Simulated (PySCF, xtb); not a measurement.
CH₆ClNOSi₂, SMILES O[Si@@]1(Cl)CN[SiH2]1. Other conformers were not sampled.

Harmonic wavenumbers (cm⁻¹) from GFN2-xTB (xtb 6.7.1) at its own minimum, in rising order: 87, 98, 155, 188, 206, 273, 353, 381, 427, 462, 532, 566, 646, 683, 748, 786, 808, 857, 886, 1071, 1132, 1165, 1323, 1499, 2154, 2194, 2892, 2928, 3483, 3666.

Question: What does PBE0-D3(BJ)/def2-SVP in PySCF give at its own minimum? (Estimate from the structure and the level; the computed values follow.)

Answer: 61, 121, 163, 194, 239, 273, 391, 405, 452, 467, 570, 660, 705, 750, 779, 812, 834, 931, 996, 1085, 1169, 1171, 1337, 1473, 2185, 2200, 3022, 3077, 3637, 3928. Paired by order, the mean absolute difference is 52 cm⁻¹ and the zero-point energies are 46.7 and 48.7 kcal/mol.
